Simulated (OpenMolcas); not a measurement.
**Ni7+, Pd7+, Pt7+: d³ down the group**

```json
{
  "Program": "OpenMolcas",
  "Method": "CASSCF",
  "Basis": "ANO-RCC-VTZP",
  "Scalar Hamiltonian": "DKH2, point nucleus",
  "Spin-orbit coupling": "state interaction with AMFI integrals over the reference wave functions, term energies averaged over their components"
}
```

Active space for each ion: 3 electrons in 10 orbitals (d d).

Computed levels in cm-1 above ⁴F_3/2:

| Level | Ni7+ | Pd7+ | Pt7+ |
| --- | --- | --- | --- |
| ⁴F_5/2 | 982 | 2409 | 9938 |
| ⁴F_7/2 | 2286 | 5238 | 17327 |
| ⁴P_1/2 | 27921 | 19769 | 24616 |
| ²G_7/2 | 28871 | 22477 | 33517 |
| ⁴P_5/2 | 29517 | 23473 | 36163 |
| ²G_9/2 | 30070 | 23622 | 54373 |
| ²P_3/2 | 37898 | 36091 | 59959 |
| ²P_1/2 | 38079 | 29388 | 43451 |
| ²H_9/2 | 38264 | 31324 | 34878 |
| weight of ⁴F in the lowest level (%) | 100 | 97 | 80 |

Mixed levels, with the weight of the term that names them: Ni7+ ²P_3/2 (63 %), Pd7+ ²G_9/2 (60 %), Pd7+ ²P_3/2 (55 %), Pd7+ ²H_9/2 (64 %), Pt7+ ⁴P_1/2 (71 %), Pt7+ ²G_9/2 (59 %), Pt7+ ²P_3/2 (58 %), Pt7+ ²P_1/2 (71 %), Pt7+ ²H_9/2 (56 %).

Measured, with the error of the calculation in %. Measured levels: Ni7+ from Corliss and Sugar, J. Phys. Chem. Ref. Data 10, 197 (1981).

| Level | Ni7+ |
| --- | --- |
| ⁴F_5/2 | 1012 (-3.0) |
| ⁴F_7/2 | 2184 (+4.7) |
| ⁴P_1/2 | 23261 (+20.0) |
| ⁴P_5/2 | 24669 (+19.7) |

The fine-structure level ⁴F_7/2 changes by a factor of 7.58 from Ni7+ to Pt7+.

Without spin-orbit coupling ⁴P lies 26711, 17209, 15348 cm-1 above ⁴F in that order; the difference to the level ⁴P_1/2, of either sign, comes from spin-orbit coupling, which also lowers the zero.

Without dynamic correlation excited terms often stand tens of per cent too high (terms of higher spin than the ground term too low), and those without a measured partner can miss by more than the paired ones. Active for correlation alone: 4d; no level in the range computed is led by a configuration that fills it, so any true level of that kind is missing (holds for Ni7+). Active for correlation alone: 5d; no level in the range computed is led by a configuration that fills it, so any true level of that kind is missing (holds for Pd7+). Active for correlation alone: 6d; no level in the range computed is led by a configuration that fills it, so any true level of that kind is missing (holds for Pt7+). Computed and measured levels are paired by configuration, term and J; levels that our copy of the source lacks, or whose pairing is in doubt (as where it misses far off the trend of its configuration), stay unpaired and out of the deviations. Levels of configurations outside the active space are missing.
